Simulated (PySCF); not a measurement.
C9H7NS, SMILES c1cncc(-c2ccsc2)c1, singlet (GFN2-xTB optimised geometry):

```
18

C     -2.333    -1.213     0.000
C     -2.994     0.007    -0.006
N     -2.362     1.169    -0.003
C     -1.044     1.166     0.002
C     -0.267     0.004     0.000
C      1.190     0.069     0.000
C      1.946     1.111    -0.609
C      3.282     0.941    -0.473
S      3.668    -0.483     0.412
C      2.004    -0.861     0.584
C     -0.950    -1.213     0.000
H     -2.887    -2.139    -0.003
H     -4.074     0.062    -0.014
H     -0.578     2.142     0.024
H      1.503     1.933    -1.142
H      4.074     1.563    -0.838
H      1.722    -1.736     1.135
H     -0.399    -2.142    -0.017
```

Level of theory: B3LYP/def2-SVP (PySCF 2.14.0).

What are the frontier orbital energies and the dipole moment?

HOMO-2 -6.97 eV, HOMO-1 -6.91 eV, HOMO -6.36 eV, LUMO -1.18 eV, LUMO+1 -0.71 eV; dipole moment 1.92 D.

Meta-Löwdin charges at B3LYP/def2-SVP: C1 -0.12, C2 0.01, N3 -0.24, C4 0.01, C5 -0.01, C6 -0.02, C7 -0.13, C8 -0.23, S9 0.28, C10 -0.25, C11 -0.08, H12 0.11, H13 0.10, H14 0.10, H15 0.11, H16 0.13, H17 0.12, H18 0.11.
